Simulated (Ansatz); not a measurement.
Q: Name a neutral molecule of N, Si, Sn and H with HOMO energy (ωB97M-V/def2-TZVPP) between -9.00 and -8.70 eV and LUMO energy (B3LYP/def2-TZVPP) between -1.45 and -1.15 eV (Ansatz, PBE0-D4/def2-TZVP geometry).

A: `[NH2][SnH]1[NH][SiH2]1` (-8.81 eV, -1.41 eV). Other molecules can fit too; these were computed, each in one conformer that needn't be the lowest.

B3LYP here is the variant with VWN-RPA as its local correlation; programs differ in this.
